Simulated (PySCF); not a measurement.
HIn, quintet, geometry from GFN2-xTB of the parent state (such geometries of metal compounds can be far from the true shape) (a higher spin typed on purpose: for a closed-shell molecule this is an excited state) (core potentials on In); PySCF with HF/def2-SVP.

Input for PySCF:
```python
from pyscf import gto, scf

mol = gto.Mole()
mol.atom = '''
    In   -0.00000000   -0.00000000   -0.03940380
    H     0.00000000    0.00000000    1.93078643
'''
mol.basis = 'def2-svp'
mol.ecp = {'In': 'def2-svp'}
mol.spin = 4
mol.verbose = 4
mol.build()

mf = scf.UHF(mol)
mf.kernel()
```

**Question.** Write the output that PySCF gives for this input, abridged.

**Answer.** 
```
PySCF version 2.14.0

[INPUT] verbose = 4
[INPUT] num. atoms = 2
[INPUT] num. electrons = 22
[INPUT] charge = 0
[INPUT] spin (= nelec alpha-beta = 2S) = 4
[INPUT] symmetry False subgroup None
[INPUT] Mole.unit = angstrom
[INPUT] Symbol           X                Y                Z      unit          X                Y                Z       unit  Magmom
[INPUT]  1 In     0.000000000000   0.000000000000  -0.039403800000 AA    0.000000000000   0.000000000000  -0.074462390267 Bohr   0.0
[INPUT]  2 H      0.000000000000   0.000000000000   1.930786430000 AA    0.000000000000   0.000000000000   3.648657557727 Bohr   0.0

nuclear repulsion = 5.640430685376
number of shells = 13
number of NR pGTOs = 68
number of NR cGTOs = 31
basis = def2-svp
ecp = {'In': 'def2-svp'}

******** <class 'pyscf.scf.uhf.UHF'> ********
method = UHF
initial guess = minao
damping factor = 0
level_shift factor = 0
DIIS = <class 'pyscf.scf.diis.CDIIS'>
diis_start_cycle = 1
diis_space = 8
diis_damp = 0
SCF conv_tol = 1e-09
SCF conv_tol_grad = None
SCF max_cycles = 50
direct_scf = True
direct_scf_tol = 1e-13
number electrons alpha = 13  beta = 9
Set gradient conv threshold to 3.16228e-05
init E= -168.120197036551

cycle= 1 E= -189.271838287857  delta_E= -21.2  |g|= 0.794  |ddm|= 8.42
cycle= 2 E= -189.561810324683  delta_E= -0.29  |g|= 0.246  |ddm|= 1.55
cycle= 3 E= -189.578306670863  delta_E= -0.0165  |g|= 0.0307  |ddm|= 0.151
cycle= 4 E= -189.579921248508  delta_E= -0.00161  |g|= 0.0114  |ddm|= 0.0884
cycle= 5 E= -189.580182810553  delta_E= -0.000262  |g|= 0.00168  |ddm|= 0.0424
cycle= 6 E= -189.580188449311  delta_E= -5.64e-06  |g|= 0.000483  |ddm|= 0.00542
cycle= 7 E= -189.580189052756  delta_E= -6.03e-07  |g|= 8.56e-05  |ddm|= 0.00244
cycle= 8 E= -189.580189068462  delta_E= -1.57e-08  |g|= 1.01e-05  |ddm|= 0.000439
cycle= 9 E= -189.580189068615  delta_E= -1.53e-10  |g|= 1.79e-06  |ddm|= 3.37e-05
Extra cycle  E= -189.580189068619  delta_E= -4.23e-12  |g|= 7.1e-07  |ddm|= 3.2e-06
converged SCF energy = -189.580189068619  <S^2> = 6.004767  2S+1 = 5.0019065
```
